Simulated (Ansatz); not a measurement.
B2Sb⁺, relaxed as a singlet with RKS PBE-D4/def2-TZVP in Ansatz, starting from the GFN2-xTB geometry. Force threshold 0.02 eV/Å.

In the def2 sets Sb takes a core potential; there is no spin–orbit coupling. The structure comes from a short search, and lower isomers may exist.

Start:

```xyz
3

B     0.553    0.905   -0.714
B    -0.241   -0.052    1.284
Sb   -0.312   -0.854   -0.570
```

(1) Estimate the energy that the relaxation releases and the steps that it takes.

(2) Does the start keep its bonding and symmetry?

(3) Predict the relaxed structure.

## Answers

(1) 290.9 kJ/mol, in 7 steps; 3.2 s on 4 threads of Arm Neoverse V2 on a shared host. No frequencies were taken in this run, so the end may be a saddle point.

(2) Bonds formed: B1–B2 (atoms count from 1). The end is the same structure that another start reached, the lowest one found. Point group Cs at the start, C2v at the end, both within 0.05 Å.

(3) 
```tsv
atom	x (Å)	y (Å)	z (Å)
B1	0.4620	0.8659	-0.2845
B2	-0.0596	0.2253	0.9949
Sb3	-0.4023	-1.0912	-0.7104
```
Bond lengths: 2 × B–Sb 2.18 Å; 1 × B–B 1.52 Å.
